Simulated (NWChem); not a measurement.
# sulfur tetrafluoride (SF4); SMILES FS(F)(F)F

Results from NWChem. Pople sets run with spherical d functions. Each level has its own optimisation; frequencies are unscaled.

```
level                                 highest harmonic frequency (cm⁻¹)  lowest (cm⁻¹)  zero-point energy (kcal/mol)  dipole (D)
------------------------------------  ---------------------------------  -------------  ----------------------------  ----------
Hartree-Fock/STO-3G                                                1036            148                           8.1        1.31
Hartree-Fock/3-21G                                                 1011            160                           8.0        2.21
Hartree-Fock/6-31G*                                                1000            237                           8.3        1.01
B3LYP/6-31G*                                                        870            197                           7.2        0.88
LDA (Slater exchange, VWN5)/def2-SVP                                881            204                           7.3        0.88
PBE/def2-SVP                                                        830            194                           6.9        0.93
BLYP/def2-SVP                                                       803            189                           6.7        1.01
PBE0/def2-SVP                                                       908            217                           7.5        0.97
```
